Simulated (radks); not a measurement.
Values are calculated unless marked as measured or tabulated.
All-electron atom: Pt in [Xe] 4f14 5d9 6s1. Level of theory: scalar-relativistic Kohn-Sham, exchange-only r2SCAN, spin-polarised, spherical densities, finite nucleus; open shells are filled with parallel spins first (spin-orbit coupling, left out, can overturn this in heavy ions); meta-GGA in the generalised Kohn-Sham scheme; Fermi nuclear charge, rms radius 5.427 fm (a radial shooting solver on a logarithmic mesh with Libxc functionals).

Normalised radial functions P(r) = r R(r), r in bohr:

r,6s up,6s down
0.002559,0.0430,0.0412
0.003496,0.0507,0.0486
0.004738,0.0573,0.0549
0.006472,0.0613,0.0588
0.008772,0.0597,0.0572
0.01198,0.0486,0.0465
0.01624,0.0251,0.0240
0.02219,-0.0128,-0.0123
0.03007,-0.0570,-0.0546
0.04108,-0.0912,-0.0874
0.05568,-0.0859,-0.0823
0.07606,-0.0195,-0.0186
0.1031,0.0822,0.0788
0.1408,0.1357,0.1300
0.1909,0.0496,0.0475
0.2607,-0.1314,-0.1260
0.3534,-0.1861,-0.1781
0.4828,0.0147,0.0146
0.6543,0.2665,0.2554
0.8939,0.2545,0.2418
1.211,-0.0700,-0.0712
1.655,-0.4602,-0.4428
2.243,-0.6479,-0.6214
3.064,-0.5859,-0.5727
4.153,-0.3781,-0.3957
5.673,-0.1669,-0.2024
7.689,-0.0493,-0.0759
10.5,-0.0083,-0.0184

6s up: eigenvalue -5.590 eV, 5 radial nodes at r = 0.0202, 0.0809, 0.209, 0.475, 1.15 bohr, <r> = 2.93 bohr, 90 % of the charge inside 4.41 bohr. 6s down (empty): eigenvalue -3.539 eV, 5 radial nodes at r = 0.0202, 0.0809, 0.209, 0.475, 1.14 bohr, <r> = 3.09 bohr, 90 % of the charge inside 4.77 bohr.
